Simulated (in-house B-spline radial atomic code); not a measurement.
A run on Dy that did not converge. Method: scalar-relativistic (X2C) Hartree-Fock with fractional occupations, spin-polarised, spherical fractional occupations, Fermi nucleus of rms radius 5.2218 fm; computed with a B-spline radial code for spherical atoms.

Command:
```bash
python run_scf.py task.json out
```
Settings (nuclear radius in fm, mass in u):
```
Z                66
configuration    [Xe] 4f10 6s2
hamiltonian      x2c
method           hf,
spin_polarised   True
nucleus          fermi
rms_radius       5.2218
atomic_mass      163.92918
speed_of_light   137.035999084
```

First and last ten iterations of the last attempt (damped for 15 steps, keeping 80 % of the old Fock matrix, then DIIS):
```
 iter        energy (Eh)    residual
    1      -12098.989815    7.81e-01
    2      -12112.092586    1.22e+00
    3      -12130.520484    8.22e-01
    4      -12140.736989    5.38e-01
    5      -12146.165576    3.66e-01
    6      -12148.915486    2.48e-01
    7      -12150.246366    1.74e-01
    8      -12150.872116    1.23e-01
    9      -12151.168661    8.53e-02
   10      -12151.317769    5.86e-02
  111      -12148.824751    1.59e-01
  112      -12148.864033    1.58e-01
  113      -12148.791251    1.61e-01
  114      -12148.790075    1.61e-01
  115      -12148.791901    1.61e-01
  116      -12148.800221    1.60e-01
  117      -12148.799187    1.60e-01
  118      -12148.894108    1.60e-01
  119      -12151.386801    4.38e-02
  120      -12151.387635    4.37e-02
 not converged after 120 iterations
```

The smallest residual met was 1.8e-02; the threshold is about 7e-07. No energy from this run should be used. Time taken, with all properties: 12 s on 1 thread of Arm Neoverse V2, on a shared host.
